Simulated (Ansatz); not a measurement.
Stretching the N3–H4 bond in H3NSe (SMILES N[SeH]) (multiplicity 1 held, fragments rigid). Energies count from the point at 1.012 Å.
Geometry at that point (charge 0, multiplicity 1):
```xyz
5

Se    -0.04297     0.31559     0.23262
H     -1.26689     0.77294    -0.47788
N      0.36657    -1.22733    -0.72479
H      0.54788    -1.01069    -1.69644
H     -0.38582    -1.90097    -0.66111
```

R- and RO- levels are restricted; in cc, def2 and unpolarised 6-31G sets they are followed outwards from rest. Unrestricted levels (U-) break spin symmetry where that is lower. Active spaces are followed from a long bond inwards. Curves can end on different states.

Correlated levels freeze the cores. Filled d and f shells under p-block atoms count as core.

Codes used: Ansatz (a program for electronic structure) with Gaussian orbitals. Values without a source in brackets are computed.

Energies in kJ/mol.

```json
[
 {"R (Å)": "0.810", "R-HF/cc-pVTZ": "128", "R-PBE/cc-pVTZ": "145", "U-B3LYP/cc-pVTZ": "138", "R-SCS-MP2/cc-pVTZ": "139", "FIC-MRCISD+Q on CASSCF(2,2)/cc-pVTZ": "138"},
 {"R (Å)": "0.911", "R-HF/cc-pVTZ": "21", "R-PBE/cc-pVTZ": "30", "U-B3LYP/cc-pVTZ": "27", "R-SCS-MP2/cc-pVTZ": "27", "FIC-MRCISD+Q on CASSCF(2,2)/cc-pVTZ": "27"},
 {"R (Å)": "1.012", "R-HF/cc-pVTZ": "0", "R-PBE/cc-pVTZ": "0", "U-B3LYP/cc-pVTZ": "0", "R-SCS-MP2/cc-pVTZ": "0", "FIC-MRCISD+Q on CASSCF(2,2)/cc-pVTZ": "0"},
 {"R (Å)": "1.113", "R-HF/cc-pVTZ": "25", "R-PBE/cc-pVTZ": "15", "U-B3LYP/cc-pVTZ": "18", "R-SCS-MP2/cc-pVTZ": "18", "FIC-MRCISD+Q on CASSCF(2,2)/cc-pVTZ": "18"},
 {"R (Å)": "1.214", "R-HF/cc-pVTZ": "74", "R-PBE/cc-pVTZ": "52", "U-B3LYP/cc-pVTZ": "58", "R-SCS-MP2/cc-pVTZ": "60", "FIC-MRCISD+Q on CASSCF(2,2)/cc-pVTZ": "59"},
 {"R (Å)": "1.366", "R-HF/cc-pVTZ": "165", "R-PBE/cc-pVTZ": "123", "U-B3LYP/cc-pVTZ": "134", "R-SCS-MP2/cc-pVTZ": "139", "FIC-MRCISD+Q on CASSCF(2,2)/cc-pVTZ": "136"},
 {"R (Å)": "1.518", "R-HF/cc-pVTZ": "260", "R-PBE/cc-pVTZ": "196", "U-B3LYP/cc-pVTZ": "212", "R-SCS-MP2/cc-pVTZ": "220", "FIC-MRCISD+Q on CASSCF(2,2)/cc-pVTZ": "213"},
 {"R (Å)": "1.771", "R-HF/cc-pVTZ": "402", "R-PBE/cc-pVTZ": "300", "U-B3LYP/cc-pVTZ": "324", "R-SCS-MP2/cc-pVTZ": "337", "FIC-MRCISD+Q on CASSCF(2,2)/cc-pVTZ": "317"},
 {"R (Å)": "2.024", "R-HF/cc-pVTZ": "518", "R-PBE/cc-pVTZ": "…", "U-B3LYP/cc-pVTZ": "387", "R-SCS-MP2/cc-pVTZ": "424", "FIC-MRCISD+Q on CASSCF(2,2)/cc-pVTZ": "383"},
 {"R (Å)": "2.327", "R-HF/cc-pVTZ": "624", "R-PBE/cc-pVTZ": "440", "U-B3LYP/cc-pVTZ": "417", "R-SCS-MP2/cc-pVTZ": "492", "FIC-MRCISD+Q on CASSCF(2,2)/cc-pVTZ": "423"},
 {"R (Å)": "2.732", "R-HF/cc-pVTZ": "725", "R-PBE/cc-pVTZ": "…", "U-B3LYP/cc-pVTZ": "430", "R-SCS-MP2/cc-pVTZ": "533", "FIC-MRCISD+Q on CASSCF(2,2)/cc-pVTZ": "442"},
 {"R (Å)": "3.238", "R-HF/cc-pVTZ": "808", "R-PBE/cc-pVTZ": "…", "U-B3LYP/cc-pVTZ": "435", "R-SCS-MP2/cc-pVTZ": "533", "FIC-MRCISD+Q on CASSCF(2,2)/cc-pVTZ": "448"}
]
```

Q: Fill in the missing entries.

A: 
- 3.238, R-PBE/cc-pVTZ: 529
- 2.732, R-PBE/cc-pVTZ: 493
- 2.024, R-PBE/cc-pVTZ: 376

Doubts at one or more of the structures used: a restricted determinant that unrestricted orbitals would lower (R-HF/cc-pVTZ, R-PBE/cc-pVTZ, R-SCS-MP2/cc-pVTZ); a spin-contaminated determinant (U-B3LYP/cc-pVTZ).
